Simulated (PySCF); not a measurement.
This PySCF input asks for the NMR shieldings of `C(#C)[C@](C)(CO)C[SiH2]C`, C$_{7}$H$_{14}$OSi; the geometry comes from GFN2-xTB.

```python
import basis_set_exchange as bse
import numpy as np
from pyscf import gto, dft
from pyscf.prop import nmr

atoms = """
C    -2.472205    0.871251    2.392352
C    -1.815750    0.575962    1.436306
C    -0.999952    0.237293    0.277527
C    -1.788339    0.584667   -0.991443
C    -0.705728   -1.273870    0.339372
O     0.077450   -1.713962   -0.739683
C     0.310004    1.031039    0.344914
Si    1.720105    0.529972   -0.849693
C     2.897647   -0.751552   -0.098670
H    -3.049565    1.131568    3.228865
H    -2.109749    1.623225   -0.951528
H    -1.168446    0.459981   -1.876335
H    -2.675742   -0.042026   -1.077418
H    -1.649507   -1.835276    0.392239
H    -0.125061   -1.492131    1.239298
H    -0.435261   -1.621938   -1.549523
H     0.070893    2.082588    0.179106
H     0.693881    0.964510    1.365556
H     2.493207    1.781864   -1.001828
H     1.276500    0.183608   -2.206214
H     3.766327   -0.877592   -0.737337
H     2.429818   -1.721890    0.018909
H     3.254722   -0.427368    0.875308
"""
names = dict.fromkeys(["C", "O", "Si", "H"], "pcSseg-1")
basis = {el: gto.basis.parse(bse.get_basis(n, elements=[el], fmt="nwchem")) for el, n in names.items()}
mol = gto.M(atom=atoms, basis=basis, charge=0, verbose=0)
mf = dft.RKS(mol, xc="PBE0")
mf.grids.level = 2
mf.grids.alignment = dft.numint.BLKSIZE   # the property module wants whole blocks of grid points
mf.conv_tol = 1e-9
mf.kernel()

calc = nmr.RKS(mf)   # GIAO
C = mf.mo_coeff
Co = C[:, mf.mo_occ > 0]
resp = mf.gen_response(singlet=True, hermi=2)
def vind(x):   # induced exchange potential for any number of trial vectors
    d = np.einsum("pi,xij,qj->xpq", C, 2 * x.reshape(-1, C.shape[1], Co.shape[1]), Co, optimize=True)
    return np.einsum("xpq,pi,qj->xij", resp(d - d.transpose(0, 2, 1)), C, Co, optimize=True).ravel()
mo1, _ = nmr.rhf.solve_mo1(calc, with_cphf=vind)
sigma = calc.kernel(mo1)
for i, s in enumerate(sigma):   # ppm
    print("%2d %-2s %9.2f" % (i, mol.atom_pure_symbol(i), np.trace(s) / 3))
```

**Question.** What does it print?

**Answer.** 
```
 0 C     110.42
 1 C      90.82
 2 C     152.43
 3 C     161.48
 4 C     111.18
 5 O     288.64
 6 C     159.28
 7 Si    401.56
 8 C     190.60
 9 H      30.07
10 H      30.32
11 H      30.31
12 H      30.72
13 H      27.85
14 H      27.96
15 H      30.92
16 H      30.43
17 H      30.55
18 H      27.60
19 H      27.43
20 H      31.52
21 H      30.93
22 H      31.62
```

These numbers come from an equivalent density-fitted implementation of the same equations, which agrees with the script to about 0.01 ppm for H and up to a few tenths of a ppm for heavy atoms, so last digits may differ.

**Question.** Turn these shieldings into chemical shifts. Scale: TMS for 13C (σ = 186.93 ppm) and 29Si (σ = 349.16 ppm) and 1H (σ = 31.72 ppm); H2O for 17O (σ = 336.08 ppm) (reference shieldings calculated alike).

**Answer.** Averaging equivalent atoms: C 1: 96.1; C 0: 76.5; C 4: 75.7; C 2: 34.5; C 6: 27.6; C 3: 25.4; C 8: -3.7; O 5: 47.4; Si 7: -52.4; H 19: 4.28; H 18: 4.12; H 13: 3.87; H 14: 3.75; H 9: 1.65; H 16: 1.29; H 10/11/12: 1.27; H 17: 1.17; H 15: 0.79; H 20/21/22: 0.36 ppm. Experimental scales use liquid or dissolved standards, which lie at an offset from isolated H2O (liquid H2O: subtract about 36 ppm).

Size and cost of the density-fitted run: 230 basis functions, 2.8 min wall time on 1 thread of an Intel Xeon, shared host; peak memory 1.1 GiB.
